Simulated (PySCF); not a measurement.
**A survey of ¹⁹F NMR shifts**

PySCF calculation with shieldings: GIAO PBE0/pcSseg-1 and GFN2-xTB structure; non-relativistic Hamiltonian, one averaged value for each set of equivalent atoms, no solvent model, a single conformation.

Shieldings were converted by a linear fit to measured shifts: ¹⁹F: δ = 146.13 − 0.903σ +14.6 on sp3 carbon (rms 6.0 ppm, 223 shifts, 7.0 ppm with the 5 outliers that the fit left out vs CFCl3, solution or neat liquid). A few per cent of atoms miss by over 2 rms, more outside the fitted compound classes.

Q: Give the ¹⁹F shifts of `O=C1[C@@H](F)CS[C@@H]1F`, `CO[SiH2]C(C=O)=C(F)F`, `C/C=C/[C@H](C)C(F)F`, `CO[SiH2]C=C(F)F`.

A: 
```tsv
compound	environment	δ (ppm)
[O:1]=[C:2]1[C@@H:3]([F:4])[CH2:5][S:6][C@@H:7]1[F:8]	F8: fluorine on an sp3 carbon	-151.8
[O:1]=[C:2]1[C@@H:3]([F:4])[CH2:5][S:6][C@@H:7]1[F:8]	F4: fluorine on an sp3 carbon	-212.0
[CH3:1][O:2][SiH2:3][C:4]([CH:5]=[O:6])=[C:7]([F:8])[F:9]	F9: vinylic fluorine	-55.8
[CH3:1][O:2][SiH2:3][C:4]([CH:5]=[O:6])=[C:7]([F:8])[F:9]	F8: vinylic fluorine	-60.1
[CH3:1]/[CH:2]=[CH:3]/[C@H:4]([CH3:5])[CH:6]([F:7])[F:8]	F8: fluorine of a CF2 group	-119.4
[CH3:1]/[CH:2]=[CH:3]/[C@H:4]([CH3:5])[CH:6]([F:7])[F:8]	F7: fluorine of a CF2 group	-134.9
[CH3:1][O:2][SiH2:3][CH:4]=[C:5]([F:6])[F:7]	F7: vinylic fluorine	-57.9
[CH3:1][O:2][SiH2:3][CH:4]=[C:5]([F:6])[F:7]	F6: vinylic fluorine	-74.7
```
